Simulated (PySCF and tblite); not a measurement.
Values are calculated unless marked as measured or tabulated.
2 E/Z isomers of C₅H₇BrO₂, numbered alike:

```
isomer                                                  SMILES  descriptors
     A  [CH3:1][C:2](=[O:3])[O:4]/[CH:5]=[C:6](/[CH3:7])[Br:8]        5=6 Z
     B  [CH3:1][C:2](=[O:3])[O:4]/[CH:5]=[C:6](\[CH3:7])[Br:8]        5=6 E
```

Each isomer is a Boltzmann average at 298.15 K over at most 6 conformers: GFN2-xTB geometries, energies PBE0/pcSseg-1 (D3(BJ) added where defined), GIAO shieldings PBE0/pcSseg-1, GFN2-xTB thermal terms. Programs: PySCF with density fitting and tblite.

(1) What shifts does each isomer give (ppm)?

(2) Which carbons tell the isomers apart best?

Spin–orbit effects of the heavy atoms on shieldings are missing. At a carbon that bears Br the missing effect is some 10 ppm, beside I tens of ppm. Shifts are unscaled: against experiment ¹³C can be off by 15 ppm or more and ¹H by 0.8 ppm. At least one structure keeps an imaginary mode at the tight-binding level. The search found a single conformer for at least one isomer; other rotamers may be missing.

## Answers

(1) 
A: ¹H (against TMS): 8.11 (H5, 1H), 2.25 (H7, 3H), 2.22 (H1, 3H). ¹³C (against TMS): 172.3 (C2), 139.7 (C5), 127.9 (C6), 25.6 (C7), 22.7 (C1).

B: ¹H (against TMS): 7.97 (H5, 1H), 2.28 (H7, 3H), 2.20 (H1, 3H). ¹³C (against TMS): 171.0 (C2), 142.0 (C5), 131.8 (C6), 23.3 (C7), 22.8 (C1).

(2) C6: 127.9 in A, 131.8 in B; C5: 139.7 in A, 142.0 in B; C7: 25.6 in A, 23.3 in B ppm.
